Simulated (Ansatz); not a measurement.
dichloro(disilanyl)silane (Cl2H6Si3), SMILES [SiH3][SiH2][SiH](Cl)Cl. Atoms are numbered in the order given.

```xyz
11

Si    -2.5946    -0.3947     0.2574
Si    -0.9681    -0.4171    -1.4404
Si     1.0551     0.1076    -0.3927
Cl     0.8077     1.9708     0.5029
Cl     1.3575    -1.3230     1.0896
H     -2.2284    -1.4075     1.2870
H     -3.9401    -0.7159    -0.3012
H     -2.6235     0.9599     0.8772
H     -1.2580     0.6036    -2.4909
H     -0.8589    -1.7634    -2.0767
H      2.2877     0.1662    -1.2184
```
Charge 0, spin multiplicity 1.

Coordinates come from a B3LYP-D3(BJ)/def2-SVP optimisation. Other conformers were not sampled.

Two levels are set side by side: PBE-D3(BJ)/def2-SVP (Ansatz, an electronic-structure program) and B3LYP-D3(BJ)/def2-SVP (Ansatz). Each level has its own optimised geometry; the coordinates shown are those of the second. Differences are taken from unrounded values.

```tsv
quantity	B3LYP-D3(BJ)
mean bond length (Å)	1.780
bond Si1–Si2 (Å)	2.351
bond Si2–Si3 (Å)	2.338
bond Si3–Cl4 (Å)	2.082
bond Si3–Cl5 (Å)	2.082
bond Si1–H6 (Å)	1.490
bond Si1–H7 (Å)	1.492
bond Si1–H8 (Å)	1.490
bond Si2–H9 (Å)	1.493
bond Si2–H10 (Å)	1.493
bond Si3–H11 (Å)	1.485
```

Task: What does PBE-D3(BJ) give, and how far is it from B3LYP-D3(BJ)? (An estimate is asked for; the answer gives what the named calculation found.)

Result: 
```csv
quantity,PBE-D3(BJ),PBE-D3(BJ) minus B3LYP-D3(BJ)
mean bond length (Å),1.789,0.009
bond Si1–Si2 (Å),2.352,0.001
bond Si2–Si3 (Å),2.343,0.005
bond Si3–Cl4 (Å),2.086,0.004
bond Si3–Cl5 (Å),2.086,0.004
bond Si1–H6 (Å),1.503,0.013
bond Si1–H7 (Å),1.505,0.013
bond Si1–H8 (Å),1.503,0.013
bond Si2–H9 (Å),1.506,0.013
bond Si2–H10 (Å),1.506,0.013
bond Si3–H11 (Å),1.500,0.015
```

GGA bonds tend to be longer and softer than those of functionals with exact exchange. Differences between two approximate levels are no errors against the true value.
